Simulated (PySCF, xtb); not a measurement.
CH7FOSi2, SMILES O[SiH2][SiH2]CF.

GFN2-xTB (xtb) at its own geometry gives an orbital gap of 4.49 eV and a dipole moment of 3.96 D.

Geometry optimised at r2SCAN-D4/def2-SVP. The structure was generated by enumeration, and PubChem lists no compound with its InChIKey, so it may never have been made. One conformer was computed; it need not be the lowest.

Q: What does PBE/def2-TZVP in PySCF give? (The exact figures need the calculation; the answer reports its results.)

A: gap 5.26 eV (levels -6.75 and -1.50 eV), dipole 2.77 D.
